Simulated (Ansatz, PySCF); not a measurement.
C₃H₄F₂Si, SMILES C#CC(F)(F)[SiH3]. Atoms are numbered in the order given.

```xyz
10

C      2.2272     1.1256     0.5534
C      1.3075     0.4481     0.1550
C      0.1250    -0.3035    -0.2616
F     -0.0007    -0.2571    -1.6189
F      0.2643    -1.6163     0.0811
Si    -1.5058     0.3726     0.5332
H      3.0565     1.7173     0.8972
H     -1.6772     1.7902     0.1106
H     -2.6240    -0.4736     0.0316
H     -1.3801     0.2698     2.0134
```

The structure is a stationary point at PBE0-D3(BJ)/def2-SVP. This is a generated structure with no PubChem entry under its InChIKey; it may be hypothetical.

Two levels are set side by side: PBE-D3(BJ)/def2-SVP (Ansatz, a first-principles code) and PBE0-D3(BJ)/def2-SVP (Ansatz). Each level has its own optimised geometry; the coordinates shown are those of the second. Frequencies come from the Hessian of PySCF at each geometry. Differences are taken from unrounded values.

```json
[
 {"quantity": "mean bond length (Å)", "PBE0-D3(BJ)": "1.431"},
 {"quantity": "bond C1–C2 (Å)", "PBE0-D3(BJ)": "1.210"},
 {"quantity": "bond C2–C3 (Å)", "PBE0-D3(BJ)": "1.462"},
 {"quantity": "bond C3–F4 (Å)", "PBE0-D3(BJ)": "1.364"},
 {"quantity": "bond C3–F5 (Å)", "PBE0-D3(BJ)": "1.364"},
 {"quantity": "bond C3–Si6 (Å)", "PBE0-D3(BJ)": "1.936"},
 {"quantity": "bond C1–H7 (Å)", "PBE0-D3(BJ)": "1.075"},
 {"quantity": "bond Si6–H8 (Å)", "PBE0-D3(BJ)": "1.489"},
 {"quantity": "bond Si6–H9 (Å)", "PBE0-D3(BJ)": "1.489"},
 {"quantity": "bond Si6–H10 (Å)", "PBE0-D3(BJ)": "1.489"},
 {"quantity": "highest harmonic wavenumber (cm⁻¹)", "PBE0-D3(BJ)": "3485"},
 {"quantity": "mean harmonic wavenumber (cm⁻¹)", "PBE0-D3(BJ)": "1022"},
 {"quantity": "zero-point energy (kcal/mol)", "PBE0-D3(BJ)": "35.07"}
]
```

What does PBE-D3(BJ) give, and how far is it from PBE0-D3(BJ)? (The exact figures need the calculation; the answer reports its results.)


| quantity | PBE-D3(BJ) | PBE-D3(BJ) minus PBE0-D3(BJ) |
|---|---|---|
| mean bond length (Å) | 1.442 | 0.011 |
| bond C1–C2 (Å) | 1.222 | 0.012 |
| bond C2–C3 (Å) | 1.462 | 0.001 |
| bond C3–F4 (Å) | 1.384 | 0.020 |
| bond C3–F5 (Å) | 1.384 | 0.020 |
| bond C3–Si6 (Å) | 1.947 | 0.011 |
| bond C1–H7 (Å) | 1.082 | 0.007 |
| bond Si6–H8 (Å) | 1.500 | 0.011 |
| bond Si6–H9 (Å) | 1.500 | 0.010 |
| bond Si6–H10 (Å) | 1.500 | 0.011 |
| highest harmonic wavenumber (cm⁻¹) | 3403 | -82 |
| mean harmonic wavenumber (cm⁻¹) | 980 | -42 |
| zero-point energy (kcal/mol) | 33.64 | -1.44 |

GGA bonds tend to be longer and softer than those of functionals with exact exchange. Differences between two approximate levels are no errors against the true value.
